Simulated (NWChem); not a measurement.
GaHF₂; SMILES [GaH]([F])[F]

```xyz
4

Ga     0.0000     0.0000    -0.3135
H      0.0000     0.0000    -1.8636
F     -1.4544     0.0000     0.6553
F      1.4544     0.0000     0.6553
```
Atoms are numbered in this order, from 1.

Structure relaxed at the B3LYP/6-31G* (spherical d) level.

Question: Give the principal values of the shielding tensors (ppm) of Ga1, F3 from Hartree-Fock/6-31G* (spherical d), GIAO (NWChem), with their diamagnetic and paramagnetic parts as GIAO splits them.

Answer: 
```tsv
atom	σ11	σ22	σ33	isotropic	diamagnetic	paramagnetic
Ga1	1697.6	1916.3	2109.4	1907.8	2636.5	-728.7
F3	278.1	399.8	449.2	375.7	469.0	-93.3
```
